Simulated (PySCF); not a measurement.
# Radial density of Pd⁺ (palladium, charge +1)

UHF, [Kr] 4d8 5p1, one real determinant (an excited configuration). All numbers are calculated (PySCF 2.14, scalar relativity by spin-free X2C-1e, in x2c-QZVPPall).

```json
{"r (bohr)": "0.0315", "4πr²ρ (e/bohr)": "54.48", "4πr²(ρα − ρβ)": "0.0015"}
{"r (bohr)": "0.0530", "4πr²ρ (e/bohr)": "52.18", "4πr²(ρα − ρβ)": "0.0098"}
{"r (bohr)": "0.0892", "4πr²ρ (e/bohr)": "72.88", "4πr²(ρα − ρβ)": "0.0601"}
{"r (bohr)": "0.150", "4πr²ρ (e/bohr)": "56.68", "4πr²(ρα − ρβ)": "0.2629"}
{"r (bohr)": "0.252", "4πr²ρ (e/bohr)": "55.43", "4πr²(ρα − ρβ)": "0.4120"}
{"r (bohr)": "0.425", "4πr²ρ (e/bohr)": "39.77", "4πr²(ρα − ρβ)": "-0.0011"}
{"r (bohr)": "0.714", "4πr²ρ (e/bohr)": "15.51", "4πr²(ρα − ρβ)": "0.8788"}
{"r (bohr)": "1.20", "4πr²ρ (e/bohr)": "13.21", "4πr²(ρα − ρβ)": "1.6514"}
{"r (bohr)": "2.02", "4πr²ρ (e/bohr)": "2.655", "4πr²(ρα − ρβ)": "0.6635"}
{"r (bohr)": "3.40", "4πr²ρ (e/bohr)": "0.4486", "4πr²(ρα − ρβ)": "0.3517"}
{"r (bohr)": "5.72", "4πr²ρ (e/bohr)": "0.07908", "4πr²(ρα − ρβ)": "0.0785"}
{"r (bohr)": "9.62", "4πr²ρ (e/bohr)": "0.001702", "4πr²(ρα − ρβ)": "0.0017"}
```

Densities and radii are taken from the X2C orbitals without a picture-change correction, which distorts them close to the nucleus.

⟨L²⟩ = 14.05 against 20 for a pure G term, so this real determinant mixes terms.
